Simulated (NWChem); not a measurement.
System: CH$_{3}$FMg; SMILES [CH3][Mg][F]

```xyz
6

Mg    -0.0770     0.2809     0.0014
F      0.2007     2.0247    -0.0011
C     -0.4036    -1.7715     0.0043
H      0.0622    -2.2590    -0.8686
H     -1.4794    -2.0131    -0.0233
H      0.0147    -2.2493     0.9061
```
Atoms are numbered in this order, from 1.

All runs: NWChem. Geometry: optimised at PBE0/def2-SVP. Ions are spin-unrestricted doublets at the neutral geometry; other ion states weren't tried. Functional: LC-ωPBE (HJS hole) with def2-SVP; the question gives the range parameter ω in 1/bohr.

Problem. What does the run give for range parameter (1/bohr) 0.15? Quantities: vertical ionisation energy, ΔSCF (eV); −ε(HOMO) (eV).

Solution. 
| Property | Value |
|---|---|
| vertical ionisation energy, ΔSCF (eV) | 10.08 |
| −ε(HOMO) (eV) | 8.48 |
